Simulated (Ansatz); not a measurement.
Molecule: C$_{6}$H$_{13}$ (charge 0, doublet). It need not be the lowest isomer of its formula. SMILES: C[CH]C(C)CC
Structure (B3LYP-D3(BJ)/def2-TZVP (Ansatz, a program for electronic structure) minimum search):
```
C
H 1 1.1001
C 1 1.4929 2 107.89
H 3 1.0849 1 118.16 2 147.11
C 3 1.4855 4 118.67 1 -167.12
H 5 1.0918 3 111.80 4 -32.94
H 5 1.0946 6 108.21 3 123.07
H 5 1.1012 6 106.49 7 113.87
C 1 1.5355 2 107.88 3 120.12
H 9 1.0935 1 108.15 2 -67.18
H 9 1.0957 10 106.21 1 116.39
C 9 1.5261 10 109.18 11 118.16
H 12 1.0909 9 112.02 10 -173.90
H 12 1.0915 13 107.41 9 -122.00
H 12 1.0931 13 107.68 14 -115.67
C 1 1.5433 2 106.74 3 -119.41
H 16 1.0907 1 110.94 2 63.14
H 16 1.0911 17 107.65 1 122.25
H 16 1.0928 17 107.97 18 116.67
```
Charge 0, spin multiplicity 2.

Wanted: atomisation energy (electronic, to ground-state atoms), in kcal/mol. Cores are frozen in the correlated levels unless marked. UHF or UKS for open shells. Spin-orbit coupling is left out. No relativistic terms. The coupled-cluster limit lacks core correlation, which all-electron functionals hold. CBS(X,Y): correlation extrapolated as X^-3; Hartree-Fock from the larger set. [CCSD(T)-MP2]/basis is that difference in the basis named.

```tsv
level	program	atomisation energy (kcal/mol)	minus last row
HF/cc-pVDZ	Ansatz	1345.9	-437.6
BLYP-D3(BJ)/def2-TZVPD	Ansatz + dftd3	1773.8	-9.7
revPBE-D3(BJ)/def2-TZVPD	Ansatz + dftd3	1774.8	-8.7
B3LYP-D3(BJ)/def2-TZVPD	Ansatz + dftd3	1788.0	4.5
PBE0-D3(BJ)/def2-TZVP	Ansatz + dftd3	1798.9	15.4
BHLYP-D3(BJ)/def2-TZVPD	Ansatz + dftd3	1753.1	-30.4
BHLYP-D4/def2-TZVPD	Ansatz + dftd4	1750.7	-32.8
r2SCANh-D4/def2-TZVPD	Ansatz + dftd4	1785.1	1.6
CAM-B3LYP-D4/def2-TZVPD	Ansatz + dftd4	1793.0	9.5
B2GP-PLYP-D4/def2-TZVPD	Ansatz + dftd4	1762.6	-20.9
B2PLYP/def2-TZVPD	Ansatz	1761.3	-22.2
SCS-MP2/cc-pVTZ	Ansatz	1755.1	-28.4
CCSD/STO-3G	Ansatz	1882.7	99.2
CCSD/cc-pVDZ	Ansatz	1655.4	-128.1
RI-MP2/CBS(cc-pVTZ,cc-pVQZ)+[CCSD(T)-MP2]/cc-pVTZ	Ansatz	1783.5	0.0
```
